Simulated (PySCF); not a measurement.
Simulation results for BH5NOSi, BClH5NSi, CH4BNO

Calculation on a computer-drawn molecule: the log of a Hartree-Fock and frozen-core CCSD(T) single point meant for a local Hartree-Fock minimum, with one planted fault or none, to be diagnosed. Offsets are logged minus clean, where the clean run is the same molecule without the fault. The reference is restricted for singlets and unrestricted otherwise, and also for a bond in bohr or an excited solution. Adding or removing an electron swaps singlet and doublet. The excited solution moves the top pair (singlet) or top alpha electron (doublet) to the lowest empty orbital. Highest occupied and lowest empty are orbital energies over both spins, largest force is the largest gradient component, triples share is (T) over the correlation energy, the T1 limit is 0.02 restricted and 0.045 unrestricted, electrons count all cores, a negative frequency is imaginary (commonest isotopes), and the dipole is about the centre of nuclear charge. Program: PySCF 2.14.0.

Common to all runs: meant multiplicity 1; logged SCF converged yes; logged CC converged yes; logged SCF stable within its kind yes; possible faults no fault, one electron removed, one electron added, multiplicity raised by two, geometry at a saddle point, SCF held on an excited solution, minimal basis STO-3G, one bond length entered in bohr, all coordinates scaled.

(1) BH5NOSi

Logged structure:
```xyz
9
BH5NOSi
N      0.1133     0.9060     1.4458
B      0.1152     1.6726     0.3010
O      0.7098     2.8682     0.2062
Si    -0.8984     0.8178    -1.3139
H     -0.3169     0.0120     1.5587
H      0.5759     1.2338     2.2755
H      0.6904     3.3655    -0.5958
H     -1.0393     1.4309    -2.6424
H     -1.5587    -0.4919    -1.2301
```

- meant charge: 1
- meant basis: cc-pV(D+d)Z
- logged electrons: 38
- logged basis functions: 90
- logged spin squared: 2.0109
- logged highest occupied: -14.206 eV
- logged lowest empty: -8.0714 eV
- logged largest force: 0.07079 hartree/bohr
- logged T1 diagnostic: 0.022167
- logged D1 diagnostic: 0.11357
- logged triples share: 0.029021
- logged dipole magnitude: 1.5986 debye
- logged energy HF: -445.55367 hartree
- logged energy CCSD(T): -446.12074 hartree
- planted fault: multiplicity raised by two
- HF energy offset from clean run: 64.57 kcal/mol
- CCSD(T) energy offset from clean run: 66.63 kcal/mol

Drawn bonds:
```
atom  other atom  order
   1           2      1
   2           3      1
   2           4      1
   1           5      1
   1           6      1
   3           7      1
   4           8      1
   4           9      1
```

(2) BH5NOSi

Logged structure:
```xyz
9
BH5NOSi
N      0.1133     0.9060     1.4458
B      0.1152     1.6726     0.3010
O      0.7098     2.8682     0.2062
Si    -1.8003     0.0573    -2.7507
H     -0.3169     0.0120     1.5587
H      0.5759     1.2338     2.2755
H      0.6904     3.3655    -0.5958
H     -1.9411     0.6704    -4.0792
H     -2.4605    -1.2524    -2.6669
```

- meant charge: 1
- meant basis: cc-pV(D+d)Z
- logged electrons: 38
- logged basis functions: 90
- logged spin squared: 0.2164
- logged highest occupied: -13.11 eV
- logged lowest empty: -5.2025 eV
- logged largest force: 0.076003 hartree/bohr
- logged T1 diagnostic: 0.047455
- logged D1 diagnostic: 0.21061
- logged triples share: 0.028015
- logged dipole magnitude: 1.7217 debye
- logged energy HF: -445.55888 hartree
- logged energy CCSD(T): -446.12891 hartree
- planted fault: one bond length entered in bohr, row 3 of the drawn bonds
- HF energy offset from clean run: 61.29 kcal/mol
- CCSD(T) energy offset from clean run: 61.5 kcal/mol

Drawn bonds:
```
atom  other atom  order
   1           2      1
   2           3      1
   2           4      1
   1           5      1
   1           6      1
   3           7      1
   4           8      1
   4           9      1
```

Notes: T1 above single-reference limit.

(3) BClH5NSi

Logged structure:
```xyz
9
BClH5NSi
N     -2.0412    -0.4376     2.4903
B     -2.1112     0.4330     0.0262
Si    -1.5485    -0.6794    -1.5891
Cl    -2.6932     2.1168    -0.2425
H     -1.7325    -1.3573     2.7280
H     -2.3205     0.1195     3.2731
H     -2.6835    -0.8368    -2.5307
H     -1.1015    -2.0334    -1.1653
H     -0.4288    -0.0222    -2.3060
```

- meant charge: 0
- meant basis: cc-pV(D+d)Z
- logged electrons: 48
- logged basis functions: 99
- logged spin squared: 1.0146
- logged highest occupied: -7.6561 eV
- logged lowest empty: 1.4249 eV
- logged largest force: 0.027692 hartree/bohr
- logged T1 diagnostic: 0.016021
- logged D1 diagnostic: 0.05458
- logged triples share: 0.02529
- logged dipole magnitude: 3.1042 debye
- logged energy HF: -830.38253 hartree
- logged energy CCSD(T): -830.9082 hartree
- planted fault: one bond length entered in bohr, row 1 of the drawn bonds
- HF energy offset from clean run: 122.2 kcal/mol
- CCSD(T) energy offset from clean run: 145.9 kcal/mol

Drawn bonds:
```
atom  other atom  order
   1           2      1
   2           3      1
   2           4      1
   1           5      1
   1           6      1
   3           7      1
   3           8      1
   3           9      1
```

(4) CH4BNO

Logged structure:
```xyz
8
CH4BNO
N      1.2116     1.6222     1.1852
B      0.6293     1.0815     0.0732
C     -0.0013     0.5793    -1.0681
O      0.1635    -0.6063    -1.7488
H      0.8511     1.4870     2.1077
H      2.0242     2.2030     1.1452
H     -0.7617     1.1926    -1.5383
H      0.8280    -1.1276    -1.3270
```

* meant charge: 0
* meant basis: cc-pVDZ
* logged electrons: 30
* logged basis functions: 24
* logged spin squared: 0
* logged highest occupied: -5.0944 eV
* logged lowest empty: 8.9319 eV
* logged largest force: 0.067374 hartree/bohr
* logged T1 diagnostic: 0.016846
* logged D1 diagnostic: 0.06533
* logged triples share: 0.019004
* logged dipole magnitude: 3.5706 debye
* logged energy HF: -191.61119 hartree
* logged energy CCSD(T): -191.8487 hartree
* planted fault: minimal basis STO-3G
* HF energy offset from clean run: 1604 kcal/mol
* CCSD(T) energy offset from clean run: 1840 kcal/mol

Drawn bonds:
```
atom  other atom  order
   1           2      1
   2           3      2
   3           4      1
   1           5      1
   1           6      1
   3           7      1
   4           8      1
```
